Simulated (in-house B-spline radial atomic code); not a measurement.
The indium ion In⁺ is squeezed into an impenetrable sphere of radius R (the orbitals vanish at R). Computed with a B-spline radial code for spherical atoms: Dirac-Kohn-Sham LDA VWN5, spherical fractional occupations, Fermi nucleus of rms radius 4.6156 fm.

Energies in eV above the free ion in [Kr] 4d10 5s2:

| R (bohr) | highest level (eV) | [Kr] 4d10 5s2 | [Kr] 4d9 5s2 5f1 | [Ar] 3d9 4s2 4p6 4d10 5s2 5f1 |
| --- | --- | --- | --- | --- |
| 9.25 | -15.3 | 0.0004508 | 37.23 | 464.6 |
| 6.02 | -15.1 | 0.1606 | 48.6 | 475.9 |
| 4.77 | -14 | 1.327 | 60.07 | 487 |
| 4.12 | -12.2 | 3.947 | 71.54 | 498.1 |
| 3.79 | -10.4 | 6.941 | 80.76 | 506.9 |
| 3.03 | -0.152 | 27.51 | 124.3 | 548.6 |
| 2.77 | 7.63 | 45.9 | 155.4 | 578.4 |
| 2.06 | 66.7 | 223.4 | 397.5 | 812.5 |
| 1.93 | 91.4 | 310.8 | 505.3 | 917.7 |
| 1.54 | 237 | 925 | 1215 | 1619 |

Q: Does [Kr] 4d9 5s2 5f1 fall below [Kr] 4d10 5s2 under compression?

A: No, it stays above over the whole range.

Q: Does [Ar] 3d9 4s2 4p6 4d10 5s2 5f1 fall below [Kr] 4d10 5s2 under compression?

A: No, it stays above over the whole range.

The highest level is first positive in the row R = 2.77 bohr, pushed up by confinement above the zero of the free ion's potential. Each configuration is held fixed and needn't be the lowest in the sphere.
